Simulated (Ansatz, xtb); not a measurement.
C3H7AlF2O: where a starting geometry ends

The starting geometry of this gas-phase singlet was built from a drawn formula by distance geometry and a force field; its bonds are those of `C[C@H](F)[C@@H](O)[AlH][F]`.

```xyz
14

C     1.0645   -1.4407   -2.1013
C     1.1102   -0.2553   -1.1134
C     0.2692    0.9059   -1.5513
Al    0.4909    2.5111   -0.3672
F     0.7209   -0.7085    0.1181
F    -0.4040    4.0225   -0.6836
O    -1.0923    0.5476   -1.6081
H     1.7406   -2.2520   -1.7770
H     0.0199   -1.7934   -2.2202
H     1.4382   -1.0728   -3.1311
H     2.1714    0.0736   -1.0010
H     0.5897    1.2423   -2.5674
H    -1.5762    1.2168   -2.1535
H     1.5389    2.3945    0.8700
```

Q: Predict what it relaxes into with r2SCAN-D4/def2-SVP.

A: It rearranges, giving a structure given below by its coordinates. Distances that change by over a tenth: C3–Al4 (2.01 → 2.47 Å). Contacts that open: C2–F5 (1.37 → 3.01 Å). Contacts that close: Al4–F5 (3.26 → 1.67 Å).

The energy falls by 2.92 eV over 31 steps:

| step | E − E(last) (eV) |
| --- | --- |
| 1 | 2.923 |
| 4 | 2.385 |
| 8 | 2.180 |
| 11 | 1.843 |
| 14 | 1.364 |
| 18 | 0.263 |
| 21 | 0.037 |
| 24 | 0.003 |
| 28 | 0.000 |
| 31 | 0.000 |

Final geometry (Å):

```yaml
atoms:
  - { symbol: C, position_ang: [0.8602, -1.3158, -1.7733] }
  - { symbol: C, position_ang: [1.2613, 0.1195, -1.9167] }
  - { symbol: C, position_ang: [0.4303, 1.1112, -2.3414] }
  - { symbol: Al, position_ang: [0.6796, 1.2928, 0.1121] }
  - { symbol: F, position_ang: [0.3901, -0.1291, 0.9488] }
  - { symbol: F, position_ang: [-0.7231, 2.1814, -0.2423] }
  - { symbol: O, position_ang: [-0.8598, 0.8964, -2.6163] }
  - { symbol: H, position_ang: [1.2671, -1.7501, -0.8492] }
  - { symbol: H, position_ang: [-0.2329, -1.4198, -1.7563] }
  - { symbol: H, position_ang: [1.2507, -1.8994, -2.6246] }
  - { symbol: H, position_ang: [2.3253, 0.3810, -1.8471] }
  - { symbol: H, position_ang: [0.8086, 2.1373, -2.4740] }
  - { symbol: H, position_ang: [-1.3656, 1.6640, -2.2964] }
  - { symbol: H, position_ang: [1.9901, 2.1222, 0.3897] }
```

From the same start GFN2-xTB ends elsewhere, differing in C2–F5 (1.46 against 3.01 Å here), C3–Al4 (2.03 against 2.47 Å here).

No frequencies were run, so the end isn't proven a minimum. Run with Ansatz 0.2.0, 41 s on 2 threads of AMD EPYC 9R45 96-Core Processor (Zen 5), on a shared host.
